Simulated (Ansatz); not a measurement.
Consider the ligand exchange at the In–C bond: `C#[C][InH][Cl]` + `N=C=O` → `O=C=[N][InH][Cl]` + `C#C`.

Program: Ansatz. Geometries: PBE0-D4/def2-TZVP. ΔE: electronic, gas phase. CCSD(T)/CBS adds triple-zeta CCSD(T) − MP2 to the extrapolated MP2 energy (def2 sets, frozen cores). This one scheme is used for every species. def2 core potentials past Kr. For In outer-core shells are correlated without core-valence functions, which leaves a few kJ/mol of doubt a bond. Each species was taken in one conformer, which may not be the lowest.

| species | HF/def2-SVP energy (Eh) |
| --- | --- |
| `C#[C][InH][Cl]` | -725.38300 |
| `N=C=O` | -167.63243 |
| `O=C=[N][InH][Cl]` | -816.27186 |
| `C#C` | -76.76245 |

Question: Work out ΔE.

Answer: ΔE = (-816.27186) + (-76.76245) − (-725.38300) − (-167.63243) = -0.01888 Eh = -49.6 kJ/mol. CCSD(T)/CBS gives -42.0 kJ/mol.

Largest T1 diagnostic among the species: 0.018.

From BLYP to BHLYP (50 % exact exchange), in def2-TZVPP and without D4, ΔE moves by −5.9 kJ/mol. In def2-TZVPP, CCSD(T) changes the Hartree–Fock value by +12.1 kJ/mol (the triples alone add +1.6 kJ/mol) and MP2 by +11.5 kJ/mol.
